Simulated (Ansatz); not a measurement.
Geometry optimisation, UKS PBE/def2-SVP (Ansatz).

The input (input.yaml):

```yaml
crystal:
  periodic: [false, false, false]
  atoms:
    - { symbol: Ge, position_ang: [-0.097225, 0.021668, -0.142304] }
    - { symbol: H, position_ang: [0.098403, 0.032963, 1.400322] }
    - { symbol: F, position_ang: [1.488149, -0.008085, -0.881708] }
    - { symbol: O, position_ang: [-0.889825, 1.483397, -0.774115] }
    - { symbol: H, position_ang: [-1.70098, 1.223659, -1.25546] }
    - { symbol: O, position_ang: [-1.017891, -1.383839, -0.757025] }
    - { symbol: H, position_ang: [-1.170579, -2.037519, -0.048074] }
    - { symbol: Si, position_ang: [0.032263, -0.008963, 4.062675] }
    - { symbol: H, position_ang: [-0.740091, -1.217819, 4.523867] }
    - { symbol: H, position_ang: [1.468811, -0.070325, 4.508461] }
    - { symbol: H, position_ang: [-0.634034, 1.268463, 4.49856] }
magnetization:
  spin_polarized: true
  initial_magnetization: 1
basis:
  gaussian: { orbitals: def2-SVP }
hamiltonian:
  xc: pbe
relax:
  f_tol: 0.03
  max_steps: 50
```

Run as:

```bash
$ ansatz run input.yaml --threads 4 --pin off --max-ram 5120MiB --backend cpu --events-out ev --progress --plain --runs-dir out
```

Problem. Where does it end, and by what steps?

Solution. The run converged. After 23 steps the energy has fallen by 0.095 eV; H7 moved furthest, 1.10 Å.

```csv
step,energy less start (eV),largest force component (eV/Å),accepted
0,0.0000,0.187,yes
1,-0.0106,0.141,yes
2,-0.0070,0.785,no
3,-0.0252,0.114,yes
4,-0.0368,0.165,yes
5,-0.0199,1.286,no
6,-0.0458,0.253,yes
7,-0.0572,0.175,yes
8,-0.0712,0.083,yes
9,-0.0761,0.055,yes
10,-0.0308,1.754,no
11,-0.0830,0.091,yes
12,-0.0838,0.514,yes
13,-0.0820,0.191,no
14,-0.0895,0.157,yes
15,-0.0914,0.059,yes
16,-0.0924,0.179,yes
17,-0.0917,0.199,no
18,-0.0933,0.034,yes
19,-0.0940,0.037,yes
20,-0.0943,0.043,yes
21,-0.0945,0.054,yes
22,-0.0946,0.032,yes
23,-0.0947,0.009,yes
```

```xyz
11
Properties=species:S:1:pos:R:3
Ge -0.322 -0.075 -0.115
H -0.131 0.016 1.417
F 1.241 -0.372 -0.873
O -1.003 1.465 -0.675
H -1.352 1.370 -1.582
O -1.356 -1.401 -0.715
H -0.796 -2.116 -1.076
Si 0.161 0.131 4.357
H -0.568 -1.150 4.656
H 1.566 0.106 4.892
H -0.602 1.330 4.850
```

Whether the end is a true minimum wasn't checked by a vibrational analysis.

The run took 50 s on 4 threads of Arm Neoverse V2 (shared host), peak memory 0.21 GiB.
